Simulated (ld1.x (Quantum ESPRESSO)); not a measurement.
**K: excitation energies, all-electron against ultrasoft**

```json
{
 "Element": "K",
 "Generator": "ld1.x (Quantum ESPRESSO) 7.5",
 "Type": "ultrasoft",
 "Functional": "PBE",
 "Relativity": "scalar-relativistic",
 "Frozen core": "[Ne]",
 "Valence charge": "9",
 "Reference configuration": "3s2 3p6 4s1 4p0",
 "Partial waves": "3s (bound): rcut 1.75, rcutus 2.10 bohr; 4s (bound): rcut 1.75, rcutus 2.10 bohr; 3p (bound): rcut 2.60, rcutus 2.85 bohr; 4p (bound, empty): rcut 2.60, rcutus 2.85 bohr; 3d channel at 0.3 Ry: rcut 1.95, rcutus 2.15 bohr; 3d channel at 1.15 Ry: rcut 1.95, rcutus 2.15 bohr",
 "Local potential": "all-electron potential smoothed inside 2.55 bohr (lloc = -1)",
 "Core correction": "none",
 "Augmentation charge": "PSQ, radius 1.95 bohr"
}
```

Energies are relative to the spin-unpolarised reference configuration 3s2 3p6 4s1 4p0; without spin polarisation the order of configurations can differ from experiment. Not all tests gave a result: test run stopped at test 4 of 5 (negative rho).

```tsv
valence configuration	charge	ΔE all-electron (eV)	error AE − PS (meV)
3s2 3p6 4s0 4p0	+1	4.314	-0.4
3s2 3p6 4s0.5 4p0	+0.5	1.641	0.0
3s2 3p6 4s0 4p1	0	1.553	-4.3
```
